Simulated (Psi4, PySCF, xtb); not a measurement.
Approach curve of the dimer HCl ··· HCl (SMILES Cl and Cl), singlet. Monomers: optimised at B3LYP-D3(BJ) (def2-TZVP), held rigid. Orientation: lowest of the rigid-body minima from ten starts at GFN2-xTB. The monomers approach along the line of their centres of mass (distance R); nothing else relaxes.

- RKS-B3LYP/3-21G = restricted B3LYP/3-21G, no counterpoise correction run with PySCF
- GFN1-xTB (xtb)
- RKS-B3LYP/6-311+G** = restricted B3LYP/6-311+G**, spherical d, no counterpoise correction in PySCF 2.14.0
- CCSD(T)/aug-cc-pVDZ = Psi4 with DF-CCSD(T)/aug-cc-pVDZ, frozen core, counterpoise-corrected

Interaction energies in kJ/mol; the last columns give the difference from CCSD(T):

| R / Å | RKS-B3LYP/3-21G | GFN1-xTB | RKS-B3LYP/6-311+G** | CCSD(T)/aug-cc-pVDZ | RKS-B3LYP/3-21G − CCSD(T)/aug-cc-pVDZ | GFN1-xTB − CCSD(T)/aug-cc-pVDZ | RKS-B3LYP/6-311+G** − CCSD(T)/aug-cc-pVDZ |
|---|---|---|---|---|---|---|---|
| 2.92 | 54.16 | 18.70 | 51.72 | 60.16 | -6.01 | -41.47 | -8.44 |
| 3.11 | 16.14 | 0.96 | 19.67 | 24.82 | -8.68 | -23.86 | -5.15 |
| 3.28 | -0.72 | -6.10 | 5.34 | 8.37 | -9.09 | -14.47 | -3.03 |
| 3.50 | -9.57 | -8.80 | -2.79 | -1.72 | -7.85 | -7.08 | -1.07 |
| 3.69 | -11.15 | -8.24 | -5.16 | -5.13 | -6.02 | -3.11 | -0.03 |
| 3.92 | -9.89 | -6.38 | -5.55 | -6.14 | -3.75 | -0.24 | 0.59 |
| 4.19 | -7.23 | -4.17 | -4.74 | -5.53 | -1.71 | 1.36 | 0.79 |
| 4.49 | -4.65 | -2.44 | -3.56 | -4.29 | -0.37 | 1.85 | 0.73 |
| 4.97 | -2.15 | -1.10 | -2.16 | -2.61 | 0.47 | 1.51 | 0.45 |
| 5.71 | -0.74 | -0.45 | -1.11 | -1.20 | 0.47 | 0.76 | 0.09 |
| 6.69 | -0.31 | -0.16 | -0.51 | -0.50 | 0.19 | 0.33 | -0.01 |
| 8.03 | -0.12 | -0.05 | -0.17 | -0.19 | 0.07 | 0.14 | 0.02 |

RKS-B3LYP/3-21G is furthest from CCSD(T)/aug-cc-pVDZ at 3.28 (-9.09 kJ/mol, below); its mean absolute difference over the points is 3.72 kJ/mol.

GFN1-xTB is furthest from CCSD(T)/aug-cc-pVDZ at 2.92 (-41.47 kJ/mol, below); its mean absolute difference over the points is 8.02 kJ/mol.

RKS-B3LYP/6-311+G** is furthest from CCSD(T)/aug-cc-pVDZ at 2.92 (-8.44 kJ/mol, below); its mean absolute difference over the points is 1.70 kJ/mol.
